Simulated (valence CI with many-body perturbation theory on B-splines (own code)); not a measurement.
Results of a calculation; reference values are marked as such.
**Sensitivity of CI+MBPT for Tm⁴⁷⁺**

Level of theory: relativistic CI+MBPT: four valence electrons over a frozen Dirac-Fock core [Ar], a basis of 6 s, 6 p, 5 d, 5 f, 1 g functions for each j, with the one-electron correlation potential Σ1 (screened to all orders), the two-electron term Σ2, the three-electron term Σ3, Breit, model QED; selected single and double excitations, second order for the rest, scaled by the run's own slope (own B-spline code, finite nucleus).

The last digits are not significant, and no measured levels were compared; by estimate large intervals hold to a few tenths of a per cent, small ones and those within an open d or f shell to about a per cent. Only levels of the ground parity were solved; by the run's estimate the other parity begins above the list, which can be wrong where configurations are misplaced.

The reference run has the lowest level (3d3/2^4) J=0 and an ionisation energy of 4075.99 eV. Its largest variational space holds 8003 state functions.

Levels are named by their leading jj configuration (3d3/2^4 stands for four electrons in 3d with j = 3/2), which in mixed levels can hold well under half, so a name can repeat and another be missing. Letters in brackets count levels of one name in rising energy.

Changed runs:
A. correlating orbitals by l 3 3 3 3 1 → 4 4 0 0 0
B. shift of the energy in Σ1 (hartree) 0 → 28.9
C. three-electron term on → off
D. Davidson tolerance 2e-05 → 0.03 (bad on purpose)

Excitation energies of the reference run in cm⁻¹, and shifts in cm⁻¹:

```csv
Level,Reference,A,B,C,D
(3d3/2^3 3d5/2) J=1,355296,-1261,+1128,-1183,0
(3d3/2^3 3d5/2) J=4,445153,-311,+1131,+235,0
(3d3/2^3 3d5/2) J=2,460944,-303,+1207,-1246,0
(3d3/2^3 3d5/2) J=3,487941,+35,+1184,-471,0
(3d3/2^2 3d5/2^2) J=0 [a],775576,-1371,+2239,+73,0
(3d3/2^2 3d5/2^2) J=2 [a],785275,-900,+2176,-1875,0
(3d3/2^2 3d5/2^2) J=4 [a],796970,-1456,+2259,-952,0
(3d3/2^2 3d5/2^2) J=3 [a],811767,-1203,+2247,-1029,0
(3d3/2^2 3d5/2^2) J=5,841484,-982,+2242,-599,0
(3d3/2^2 3d5/2^2) J=6,863240,-828,+2249,-217,0
(3d3/2^2 3d5/2^2) J=1,874445,-255,+2278,-1373,0
(3d3/2^2 3d5/2^2) J=3 [b],902902,+192,+2223,-618,+0.3
Ionisation energy (eV),4075.99,-0.45,+0.40,-0.17,0
```
